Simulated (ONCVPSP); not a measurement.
**Before and after: ONCV potential for lead**

ONCVPSP 4.0.1 input, shortened (lines: element, Z, core and valence counts, functional; n l f; lmax; l rc ep ncon nbas qcut; lloc lpopt rc5 dvloc0; l nproj debl; icmod fcfact rcfact), PBE, scalar-relativistic:

```
  Pb 82.00   13    2        4      upf
    1    0    2.00
    2    0    2.00
    2    1    6.00
    3    0    2.00
    3    1    6.00
    3    2   10.00
    4    0    2.00
    4    1    6.00
    4    2   10.00
    4    3   14.00
    5    0    2.00
    5    1    6.00
    5    2   10.00
    6    0    1.50
    6    1    2.50
    1
    0    2.00    0.00    4    7    3.10
    1    2.20    0.00    4    8    3.00
    4    5    1.35   -1.00
    0    2    2.50
    1    2    0.40
    3    3.75    1.30
```

Change: local potential polynomial inside 1.60 bohr (lpopt 5, dvloc0 -1 Ha).

Cutoffs: the cutoffs (Ha) at which the residual kinetic energy of the hardest occupied pseudo-wave falls to 1 and 0.1 mHa per electron; they do not see the model core or the augmentation charge, which bear on the density cutoff. Errors are all-electron minus pseudo energies relative to the spin-unpolarised reference configuration.

Problem. Predict the effect on cutoff, ghosts and configuration errors.

Solution. The potential gets neither clearly harder nor softer (13 Ha and 27 Ha → 13 Ha and 27 Ha); the bound ghosts move from p, s to s; the lowest positive-energy flag moves from none to p at 18.6 eV; the errors of the 4 common tests hardly move; the range in which the p phases agree narrows (upper end 3.1 → 0.7). In the separable form a ghost depends on how the local part lies against the semilocal potential of the channel, so the choice of the local part can create or remove one.

| quantity | base | changed |
| --- | --- | --- |
| cutoff, loose | 13 Ha | 13 Ha |
| cutoff, tight | 27 Ha | 27 Ha |
| bound ghosts | s, p | s |
| GHOST(+) flags under 300 eV | none | p at 18.6 eV |
| error for 6s2 6p2, meV [ΔE -4.32 eV] | -3.0 | -2.9 |
| error for 6s2 6p1, meV [ΔE 2.26 eV] | +2.9 | +3.0 |
| error for 6s2 6p0, meV [ΔE 15.70 eV] | -31 | -32 |
| error for 6s2 6p1.5, meV [ΔE -1.83 eV] | +2.2 | +2.4 |
| s: phases at 2.03 bohr within 0.05 rad from the reference energy up to (Ha; the scan ends near 5) | 4.0 | 4.3 |
| p: phases at 2.24 bohr within 0.05 rad from the reference energy up to (Ha; the scan ends near 5) | 3.1 | 0.7 |
| rms error of d²Exc/dni dnj with the model core, mHa | 3.29 | 3.29 |

 A true bound ghost makes a file unfit for plane-wave use even where its test errors are small: the radial tests pick states by their node count and pass the ghost by.
